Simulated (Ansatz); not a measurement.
Relaxation of ClH$_{5}$SSn (8 atoms, charge 0, multiplicity 1), to a largest force component of 0.03 eV/Å in at most 50 steps.

All numbers below come from Ansatz, RKS BHLYP/def2-SVP.

```xyz
8
Properties=species:S:1:pos:R:3
Sn 0.269 0.057 -0.119
Cl 0.235 -0.118 2.274
H 1.932 -0.014 -0.488
H -0.401 1.562 -0.502
H -0.554 -1.294 -0.728
S -3.216 0.146 0.944
H -3.449 -1.168 0.802
H -2.316 -0.045 1.964
```

Task: Where does it end, and by what steps?

Result: It converged. The force dipped under the threshold on the way, but the program's further checks kept it going. After 7 steps the energy has fallen by 0.046 eV; S6 moved furthest, 0.24 Å.

```csv
step,energy less start (eV),largest force component (eV/Å),accepted
0,0.0000,0.625,yes
1,-0.0375,0.365,yes
2,-0.0421,0.181,yes
3,-0.0438,0.059,yes
4,-0.0444,0.040,yes
5,-0.0460,0.011,yes
6,-0.0460,0.098,no
7,-0.0463,0.020,yes
```

```xyz
8
Properties=species:S:1:pos:R:3
Sn 0.390 0.062 -0.156
Cl 0.257 -0.190 2.201
H 2.056 0.010 -0.498
H -0.295 1.568 -0.525
H -0.433 -1.262 -0.826
S -3.441 0.106 1.021
H -3.542 -1.230 0.962
H -2.491 0.063 1.969
```

The run took 21 s on 2 threads of Arm Neoverse V1 (shared host), peak memory 0.19 GiB.
